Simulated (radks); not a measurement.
Polarisability of the krypton ion Kr2+, [Ar] 3d10 4s2 4p4, at imaginary frequency. All-electron calculation, scalar-relativistic Kohn-Sham, LB94 model potential, spin-unpolarised, spherical densities, finite nucleus; Fermi nuclear charge, rms radius 4.1884 fm. Program: a radial shooting solver on a logarithmic mesh with Libxc functionals. Response by self-consistent Sternheimer equations with the Hartree and adiabatic LDA kernel, the relativistic mass of each level held fixed and spin-orbit coupling left out.

w (hartree)  alpha1(iw) (bohr^3)
0.00266                    7.327
0.0143                     7.325
0.0360                     7.313
0.0697                     7.277
0.118                      7.186
0.186                      6.987
0.280                      6.602
0.413                      5.926
0.605                      4.894
0.892                      3.582
1.35                       2.258
2.12                       1.219
3.59                      0.5707
6.94                      0.2268
17.5                     0.05792

Static values: alpha1 = 7.327 bohr^3 (1.086 angstrom^3; uncoupled 11.52). C6 = 35.95, triple-dipole C9 = 191.9 atomic units. One-pole (London) frequency 4 C6 / (3 alpha1^2) = 0.893 hartree, against 1.370 for minus the highest occupied eigenvalue.
